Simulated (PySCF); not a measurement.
PySCF job for FH3S3Sn, SMILES [F][Sn]([SH])([SH])[SH], PBE-D3(BJ)/def2-SVP. Geometry: PBE-D3(BJ)/def2-SVP. The structure was generated by enumeration; whether it is a known compound was not checked. The def2 effective core potentials stand for the cores of Sn; spin–orbit coupling is left out. The values are those of a single conformer.

```python
import numpy as np
from pyscf import gto, scf, dft, df
from pyscf.hessian import thermo

mol = gto.M(
    atom='''
    F    -1.33383955    1.61546125   -0.14541714
    Sn   -0.08789588    0.09801285   -0.03159944
    S    -1.00700672   -1.69116737   -1.38089081
    S     2.08285883    0.66526831   -0.94163829
    S    -0.01655300   -0.21479036    2.38062364
    H    -2.25096111   -1.48670262   -0.85812878
    H     2.51661117    1.01305545    0.30453237
    H    -0.81508619    0.88488361    2.51281039
    ''',
    basis='def2-SVP',
    ecp={'Sn': 'def2-svp'},
    charge=0,
    spin=0,
    max_memory=1600,
    verbose=3,
)
mf = dft.RKS(mol, xc='pbe').density_fit(auxbasis='def2-universal-jkfit')
mf.disp = 'd3bj'
mf.grids.level = 3
mf.conv_tol = 1e-11
mf.max_cycle = 100
mf.kernel()

# [left out here: the lines that compute and print the analytic Hessian (its translational invariance restored by hand, since the grid's response is missing), thermochemistry and intensities]
```

Log of the run:

```
converged SCF energy = -1509.57288579057

WARN: DFTD3 does not support analytical Hessian, using finite difference


WARN: Mole.unit (angstrom) is changed to Bohr

Mode                                 0                   1                   2
Irrep
Freq [cm^-1]                       44.2782             79.2086             97.1963
Reduced mass [au]                   2.3406              8.9297              8.0571
Force const [Dyne/A]                0.0027              0.0330              0.0448
Char temp [K]                      63.7065            113.9635            139.8438
Normal mode                   x     y     z       x     y     z       x     y     z
       0   F                 0.07  0.07  0.01    0.00 -0.00 -0.05    0.03 -0.03  0.00
       1  Sn                 0.00  0.01 -0.00   -0.00 -0.00 -0.02    0.04 -0.02  0.00
       2   S                 0.02 -0.03  0.05   -0.07 -0.03  0.06   -0.06  0.01  0.02
       3   S                -0.01  0.02 -0.03    0.03  0.06  0.09   -0.01  0.07 -0.04
       4   S                -0.06 -0.06 -0.01    0.04 -0.03 -0.03   -0.08  0.01  0.01
       5   H                 0.13 -0.42  0.45   -0.05  0.05  0.07   -0.07  0.23 -0.09
       6   H                 0.02 -0.04 -0.03   -0.00 -0.17  0.16    0.01  0.13 -0.06
       7   H                 0.09  0.04  0.02    0.13  0.03  0.02   -0.08  0.02 -0.08
Mode                                 3                   4                   5
Irrep
Freq [cm^-1]                      111.8098            128.9296            156.2227
Reduced mass [au]                   3.3476              2.4306              2.1843
Force const [Dyne/A]                0.0247              0.0238              0.0314
Char temp [K]                     160.8694            185.5010            224.7696
Normal mode                   x     y     z       x     y     z       x     y     z
       0   F                 0.04  0.01  0.07    0.08  0.05 -0.08   -0.09 -0.08 -0.06
       1  Sn                -0.00 -0.03 -0.01   -0.02 -0.02  0.02    0.02  0.01  0.01
       2   S                -0.03  0.02 -0.06    0.02  0.00 -0.03   -0.02  0.05 -0.01
       3   S                -0.00  0.03  0.04   -0.04  0.04 -0.02    0.01 -0.01 -0.02
       4   S                 0.02  0.09  0.01    0.02  0.00  0.03   -0.01 -0.00  0.01
       5   H                 0.09 -0.36  0.35   -0.03  0.09 -0.21    0.08 -0.22  0.31
       6   H                -0.06  0.00  0.06    0.09 -0.30  0.03    0.19 -0.48  0.05
       7   H                -0.03  0.06 -0.08    0.40  0.28  0.06    0.08  0.06  0.02
Mode                                 6                   7                   8
Irrep
Freq [cm^-1]                      156.6022            215.1327            313.9201
Reduced mass [au]                   2.1709              1.1225             15.6845
Force const [Dyne/A]                0.0314              0.0306              0.9107
Char temp [K]                     225.3157            309.5281            451.6611
Normal mode                   x     y     z       x     y     z       x     y     z
       0   F                 0.03  0.01 -0.14   -0.04 -0.03 -0.01   -0.01  0.02  0.00
       1  Sn                -0.00 -0.01  0.02    0.00  0.00 -0.00   -0.01  0.02 -0.01
       2   S                -0.02  0.03 -0.02   -0.01  0.02 -0.00   -0.04 -0.07 -0.05
       3   S                -0.02  0.00  0.00    0.02 -0.02  0.01    0.08  0.02 -0.03
       4   S                 0.04 -0.02  0.02   -0.01 -0.01 -0.00    0.00 -0.01  0.10
       5   H                 0.04 -0.15  0.19    0.03 -0.03  0.10   -0.04 -0.09 -0.05
       6   H                -0.14  0.44 -0.08   -0.17  0.54 -0.08    0.07  0.03 -0.03
       7   H                -0.29 -0.26  0.06    0.60  0.43  0.05    0.01 -0.01  0.13
Mode                                 9                  10                  11
Irrep
Freq [cm^-1]                      357.3025            361.7851            591.1024
Reduced mass [au]                  18.4172             23.1053             15.0736
Force const [Dyne/A]                1.3853              1.7818              3.1031
Char temp [K]                     514.0788            520.5282            850.4648
Normal mode                   x     y     z       x     y     z       x     y     z
       0   F                -0.00  0.01 -0.01    0.00  0.00  0.00   -0.13  0.16 -0.02
       1  Sn                -0.02 -0.01  0.04   -0.03 -0.03 -0.02    0.02 -0.03  0.00
       2   S                -0.01 -0.02 -0.02    0.05  0.08  0.06    0.00 -0.00 -0.00
       3   S                 0.09  0.02 -0.03    0.07  0.02 -0.03   -0.00 -0.00  0.00
       4   S                 0.00  0.01 -0.11    0.00 -0.00  0.04    0.00 -0.00  0.01
       5   H                -0.02 -0.03 -0.03    0.04  0.09  0.05    0.02  0.04  0.03
       6   H                 0.11  0.04 -0.05    0.05  0.01 -0.02   -0.00 -0.01  0.00
       7   H                -0.01  0.01 -0.10   -0.04 -0.03  0.03    0.00  0.01 -0.13
Mode                                12                  13                  14
Irrep
Freq [cm^-1]                      658.1814            668.8482            697.8707
Reduced mass [au]                   1.0646              1.0913              1.0721
Force const [Dyne/A]                0.2717              0.2876              0.3076
Char temp [K]                     946.9764            962.3236           1004.0806
Normal mode                   x     y     z       x     y     z       x     y     z
       0   F                 0.00 -0.01 -0.01    0.02 -0.02 -0.01   -0.01  0.00  0.00
       1  Sn                 0.00  0.00  0.00   -0.01  0.01 -0.00    0.00 -0.00 -0.01
       2   S                -0.00  0.02  0.02    0.00 -0.01 -0.01   -0.01  0.02  0.02
       3   S                 0.01  0.00 -0.02   -0.01 -0.00  0.01   -0.01  0.00  0.02
       4   S                 0.00 -0.01  0.01    0.01 -0.02  0.03   -0.00  0.00 -0.00
       5   H                -0.25 -0.48 -0.38    0.10  0.17  0.15   -0.25 -0.49 -0.37
       6   H                -0.51 -0.10  0.20    0.34  0.09 -0.14    0.62  0.17 -0.25
       7   H                -0.00  0.04 -0.44   -0.00  0.08 -0.84    0.01 -0.01  0.11
Mode                                15                  16                  17
Irrep
Freq [cm^-1]                     2605.8002           2609.8399           2609.9152
Reduced mass [au]                   1.0383              1.0384              1.0384
Force const [Dyne/A]                4.1537              4.1670              4.1673
Char temp [K]                    3749.1663           3754.9785           3755.0869
Normal mode                   x     y     z       x     y     z       x     y     z
       0   F                 0.00 -0.00  0.00    0.00  0.00  0.00    0.00 -0.00 -0.00
       1  Sn                 0.00 -0.00 -0.00   -0.00 -0.00  0.00   -0.00 -0.00 -0.00
       2   S                -0.00  0.00  0.00   -0.03  0.00  0.01    0.01 -0.00 -0.00
       3   S                 0.00  0.00  0.00   -0.00 -0.00 -0.01   -0.01 -0.01 -0.03
       4   S                 0.02 -0.02 -0.00   -0.00  0.00  0.00    0.00 -0.00 -0.00
       5   H                 0.03 -0.00 -0.01    0.87 -0.14 -0.36   -0.22  0.03  0.09
       6   H                -0.00 -0.00 -0.01    0.08  0.06  0.22    0.31  0.24  0.87
       7   H                -0.57  0.79  0.10    0.02 -0.02 -0.00   -0.01  0.01  0.00
temperature 298.1500 [K]
pressure 101325.00 [Pa]
Rotational constants [GHz] 1.36831 1.25548 0.92370
Symmetry number 1
Zero-point energy (ZPE) 0.02839 [Eh]   74550.951 [J/mol]
                           tot       elec      trans        rot        vib
Entropy [J/mol/K]       430.596      0.000    176.937    124.243    129.416
Cv [J/mol/K]            124.581      0.000     12.472     12.472     99.637
Cp [J/mol/K]            132.895      0.000     20.786     12.472     99.637
Internal energy [J/mol]                      3718.434   3718.434  93446.092
Internal energy [Eh]   -1509.53446  -1509.57289
Enthalpy [J/mol]                             6197.391   3718.434  93446.092
Enthalpy [Eh]          -1509.53352
Gibbs free energy [J/mol]                  -46556.424 -33324.523  54860.685
Gibbs free energy [Eh] -1509.58242
mode   freq/cm-1   IR/(km/mol)
   1       44.28         6.404
   2       79.21         0.439
   3       97.20         4.458
   4      111.81        13.982
   5      128.93         4.418
   6      156.22        25.301
   7      156.60        16.432
   8      215.13        22.694
   9      313.92         1.580
  10      357.30        39.238
  11      361.79        47.659
  12      591.10        49.565
  13      658.18         4.376
  14      668.85         4.336
  15      697.87         7.229
  16     2605.80         4.560
  17     2609.84         4.281
  18     2609.92         1.333
max |gradient| / (hartree/bohr): 0.00010135100107653059
APT charges: [-0.608   1.6407 -0.4077 -0.4113 -0.4166  0.0659  0.0681  0.0689]
```

The calculation finished and met its thresholds.

Cost: about 70 core-seconds (a rough figure).
